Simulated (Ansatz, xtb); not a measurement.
# Two structures of Cl3FOW

We compare I, a singlet given by its coordinates, with II, a singlet given by its coordinates. Both are isolated molecules in the gas phase, relaxed with PBE0-D4/def2-SVP.

I (Å):

```yaml
atoms:
  - { symbol: Cl, position_ang: [-0.4459, -2.1908, 0.1718] }
  - { symbol: Cl, position_ang: [1.0395, 0.6685, -2.0247] }
  - { symbol: Cl, position_ang: [-0.3919, 1.4709, 1.5128] }
  - { symbol: F, position_ang: [1.6755, -0.3033, 0.6027] }
  - { symbol: O, position_ang: [-1.5947, 0.2779, -0.8525] }
  - { symbol: W, position_ang: [-0.0619, 0.0058, -0.1708] }
```

Close contacts (Å): Cl1–W6 2.26, Cl2–W6 2.26, Cl3–W6 2.26, F4–W6 1.93, O5–W6 1.70.

II (Å):

```xyz
6

Cl    2.8214   -1.3339    2.0324
Cl    1.9502   -5.1545   -0.0061
Cl    1.1137   -3.9143    2.8129
F     3.1344   -2.6349   -0.4486
O     0.4367   -2.3679    0.2037
W     1.8363   -3.0230    0.8334
```

Close contacts (Å): Cl1–W6 2.29, Cl2–W6 2.29, Cl3–W6 2.29, F4–W6 1.87, O5–W6 1.67.

Energies in hartree; the thermal terms are from GFN2-xTB frequencies at re-optimised GFN2-xTB minima (ideal gas, soft modes damped towards free rotors, one conformer each, 298.15 K, 1 atm) and include the zero-point energy:

```
                               I            II
E, CCSD(T)/def2-SVP  −1619.949481  −1619.965991
    E, MP2/def2-SVP  −1619.934312  −1619.949555
  E, MP2/def2-TZVPP  −1621.076336  −1621.094036
  zero-point energy      0.007857      0.007604
       H(298 K) − E      0.017566      0.017384
       G(298 K) − E     −0.027233     −0.028399
```

**Question.** Correct the CCSD(T) difference for the basis set by the MP2 change, then work out ΔE, ΔE₀, ΔH and ΔG for I → II in kJ/mol (1 Eh = 2625.50 kJ/mol) and the equilibrium ratio [II]/[I].

**Answer.** 1. Differences II − I: CCSD(T) −0.016510, MP2 in the small set −0.015243, MP2 in the large set −0.017700 Eh.
2. ΔE = −0.016510 + (−0.017700 − (−0.015243)) = −0.018967 Eh = −49.80 kJ/mol.
3. ΔE₀ = ΔE + ΔZPE = −0.018967 + (−0.000253) Eh = −50.46 kJ/mol.
4. ΔH = ΔE + (−0.000182) Eh = −50.28 kJ/mol.
5. ΔG = ΔE + (−0.001166) Eh = −52.86 kJ/mol, so ΔS = (ΔH − ΔG)/T = +8.7 J/(mol K).
6. kT = 0.9442 mEh, so K = [II]/[I] = exp(−ΔG/kT) = exp(+21.32) ≈ 1.8 × 10^9.

Structure II is favoured at this temperature. An error of 4 kJ/mol in ΔG would change K by a factor of 5. Large T1 diagnostics make the coupled-cluster value less sure. Mirror images and further conformers aren't counted.

Other levels gave ΔE = −61.4 (PBE0-D4/def2-SVP); −62.2 (HF/def2-SVP); −40.0 (MP2/def2-SVP); −43.3 (CCSD(T)/def2-SVP) kJ/mol. The correlated steps freeze 17 core orbitals. Atoms past krypton carry core potentials in the def2 sets, without spin–orbit terms. Programs: Ansatz 0.2.0, xtb 6.7.1.
